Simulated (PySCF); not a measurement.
# Ions at one geometry of [Y(H2CO)]3+

PySCF 2.14.0, RKS PBE0, Y def2-SVP with ECP28, O def2-SVP, C def2-SVP, H def2-SVP; non-relativistic Hamiltonian with scalar-relativistic core potentials where named; density fitting; no spin-orbit coupling; singlets restricted, open shells unrestricted. The geometry is relaxed for charge +3, singlet, vacuum:

```xyz
5

Y     0.0000    0.0000   -0.4844
O     0.0000    0.0000    1.5531
C     0.0000    0.0000    2.8235
H     0.9737    0.0000    3.3657
H    -0.9737    0.0000    3.3657
```

Energies count from the relaxed state; an electron taken off or put on is at rest in vacuum. Charges and spins are Mulliken's.

```tsv
state	energy (eV)	spin squared	charge on Y1 (e)	spin on Y1 (e)	dipole about the centre of mass (D)
charge +3, singlet, vacuum	0.00	0.00	2.37	0.00	1.59
charge +2, doublet, vacuum	-17.52	0.76	1.74	0.75	1.13
```

Q: What does the state charge +4, doublet, vacuum give?

A: energy (eV) 28.32, spin squared 0.75, charge on Y1 (e) 2.68, spin on Y1 (e) 0.02, dipole about the centre of mass (D) 9.40.

With an electron taken off (doublet) the charges change, summed by element, by Y +0.31 e, O +0.22 e, C +0.18 e, H +0.29 e. The vertical ionisation energy is 28.32 eV, against −ε(HOMO) = 25.60 eV of the relaxed state. The level lies 2.7 eV too high, as is usual for semilocal functionals and global hybrids, which keep a self-interaction error.

With an electron put on (doublet) the charges change, summed by element, by Y -0.63 e, O -0.02 e, C -0.19 e, H -0.16 e. The vertical electron affinity is 17.52 eV, against −ε(LUMO) = 19.97 eV of the relaxed state.

Open shells may have lower solutions than those found.
